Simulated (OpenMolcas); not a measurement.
Tb IV: CASPT2 settings compared

```json
{
  "Program": "OpenMolcas",
  "Basis": "ANO-R2 [8s6p4d3f1g]",
  "Scalar Hamiltonian": "X2C, finite nucleus",
  "Active space": "8 electrons in 7 orbitals (4f)",
  "State averaging": "2S+1 = 7 even, 7 roots; 2S+1 = 5 even, 31 roots",
  "Spin-orbit coupling": "RASSI with atomic mean-field integrals over the reference wave functions, term energies averaged over their components"
}
```

Methods on the same reference wave functions:
A. CASSCF
B. SS-CASPT2, IPEA 0.35 Eh, sigma1 regulariser 0.25 Eh (closed shells correlated: 5s 5p)
C. SS-CASPT2, IPEA 0.4 Eh, real shift 0.15 Eh (closed shells correlated: 5s 5p)
D. SS-CASPT2, IPEA 0.35 Eh, no level shift (closed shells correlated: none)

Energies in cm-1 above 4f8 7F6, the measured ground level; measured values from Martin, Zalubas and Hagan, Atomic Energy Levels: The Rare-Earth Elements, NSRDS-NBS 60 (1978).

```tsv
Level	A	B	C	D	Measured
4f8 7F6	0.0	0.0	0.0	0.0	0.0
4f8 7F5	2263	2290	2290	2290	2052
4f8 7F4	3747	3760	3760	3760	3314
4f8 7F3	4784	4780	4780	4780	4292
4f8 7F2	5490	5480	5480	5480	4978
4f8 7F1	5929	5920	5920	5910	5432
4f8 7F0	6139	6120	6120	6120	5654
4f8 5D4	24284	22300	22410	22300
```

Deviations, from unrounded energies. A percentage is the sum of absolute deviations over the sum of measured energies, with the sign that they share, or ± where signs differ.

```
                  Against measurement  Levels      A      B      C      D
       mean absolute deviation (cm-1)       6    440    440    440    430
fine structure of the ground term (%)       6  +10.2  +10.2  +10.2  +10.1
```

A, B, C, D lie about equally close to measurement. The largest miss of D in the table is 4f8 7F2, by +500 cm-1. The ranking rests on the paired levels alone, and a cruder setting can come out closer through cancelling errors.

Among B to D the level of the table that moves most is 4f8 5D4, by 110 cm-1 (lowest in D, highest in C). Moves below CASPT2's spread within the term are not significant.

The two smallest mean deviations differ by little beside CASPT2's spread within terms, so their order carries little weight.

The lowest spin-free term lies below A's lowest term by 0.548 hartree in B, 0.546 hartree in C, 0.175 hartree in D.

CASPT2 does not keep the components of a term degenerate, so their means are used; among the terms shown or strongly mixed into the levels shown the widest spread is 58 cm-1 (4f8 7F, C). High states are left out of the spin-orbit mixing, which shifts the levels that they would mix with. Without dynamic correlation excited terms often stand tens of per cent too high (terms of higher spin than the ground term too low), and those without a measured partner can miss by more than the paired ones (holds for A). Measured partners are found by configuration, term and J. A level has none where our copy of the source lacks it or the pairing is in doubt (some pairs that miss far off the trend of their configuration count as doubtful), and it then counts in no deviation. Levels of configurations outside the active space are missing. The table leaves out levels that lie high or whose names do not pair safely across all columns.
